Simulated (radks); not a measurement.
Rh2+, 43 electrons, occupied as [Kr] 4d7 (the NIST ground configuration).

All-electron calculation, Dirac Kohn-Sham, AM05, spin-unpolarised, spherical densities, finite nucleus; open shells fill j = l - 1/2 first; Fermi nuclear charge, rms radius 4.4945 fm. Program: a radial shooting solver on a logarithmic mesh with Libxc functionals.

Energy parts (eV):
total: -130058.624
kinetic: 135557.931
electron-nucleus: -314103.432
Hartree: 52126.427
exchange-correlation: -3639.550

Orbitals (lengths in bohr, moments of r in powers of bohr):
orbital  occ.  eigenvalue (eV)      <r^4>
1s1/2       2        -23018.52  5.382e-06
2s1/2       2        -3355.063  0.0009708
2p1/2       2        -3109.131  0.0006365
2p3/2       4        -2964.789  0.0007248
3s1/2       2        -616.3079    0.04721
3p1/2       2        -520.0337    0.04746
3p3/2       4        -495.1841    0.05274
3d3/2       4        -324.3731    0.05009
3d5/2       6        -319.4666    0.05181
4s1/2       2        -103.1424      1.771
4p1/2       2         -73.7604      2.558
4p3/2       4         -69.7943      2.871
4d3/2       4         -25.9334      11.42
4d5/2       3         -25.4854      11.95

The highest occupied level is 4d5/2 at -25.485 eV. Summed over all electrons, <r^2> = 30.72 bohr^2, which gives a Langevin (diamagnetic) susceptibility term of -24.3 x 10^-6 cm^3/mol. The density falls to 0.001 e/bohr^3 at r = 3.42 bohr. The electron density at the nucleus is 1.206e+05 e/bohr^3. For comparison, the ionisation energy in NIST's Atomic Spectra Database is 31.060 eV (semi-empirical). In exact Kohn-Sham theory the highest level is minus the ionisation energy, but local and semilocal functionals leave it too shallow, through self-interaction and a potential that decays too fast; potentials with the right tail come closer.

Beside tabulated values, note that spin-unpolarised runs miss the spin-polarisation part of the exchange energy of open shells.
